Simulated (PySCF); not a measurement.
CH6OSeSi.
Atom-mapped SMILES: `[CH3:1][O:2][SiH2:3][SeH:4]` (hydrogens: H5, H6, H7 on C1; H8, H9 on Si3; H10 on Se4)

Level of theory: EOM-IP-CCSD/aug-cc-pVDZ in PySCF, restricted Hartree–Fock reference, frozen core, non-relativistic, gas phase, PBE0-D3(BJ)/def2-SVP geometry.

Hartree–Fock orbital energies give these Koopmans values (eV): HOMO 9.70, HOMO-1 11.51, HOMO-2 12.19, HOMO-3 13.06, HOMO-4 13.50, HOMO-5 14.41, HOMO-6 16.76, HOMO-7 17.13.

Task: What vertical ionisation energies does EOM-IP-CCSD give?

Result: 
```tsv
leading hole (HF orbital)	Koopmans (eV)	EOM-IP-CCSD (eV)	change (eV)	one-hole share
HOMO	9.70	9.29	-0.41	0.96
HOMO-1	11.51	10.48	-1.03	0.95
HOMO-2	12.19	11.07	-1.12	0.95
HOMO-3	13.06	11.71	-1.35	0.95
HOMO-4	13.50	12.61	-0.89	0.95
HOMO-5	14.41	13.65	-0.76	0.94
HOMO-6	16.76	15.44	-1.32	0.93
HOMO-7	17.13	15.63	-1.50	0.94
```

Task: Does the order of the lines follow the orbital energies?

Result: Yes, no two lines change places. The corrections run from -1.50 to -0.41 eV, with a mean of -1.05 eV over the 8 lines; no line lies above its Koopmans value. Koopmans values leave out both the relaxation of the orbitals and the change in correlation energy.

Task: At what kinetic energies would He II light (40.81 eV) eject these electrons?

Result: 31.52 eV (HOMO), 30.33 eV (HOMO-1), 29.74 eV (HOMO-2), 29.10 eV (HOMO-3), 28.20 eV (HOMO-4), 27.16 eV (HOMO-5), 25.37 eV (HOMO-6), 25.18 eV (HOMO-7).

One root was sought for each valence orbital with −ε under 21 eV, eight at most, so deeper holes and satellites are missing; no vibrational structure.

Hardware: one thread of an Arm Neoverse V2, on a shared host. Cost: 6.8 min wall.

Shape of the structure used: `[CH3:1][O:2][SiH2:3][SeH:4]`: C1–O2–Si3–Se4 161°, H–Se4–Si3–O2 -64°.

One conformer stands for the species.
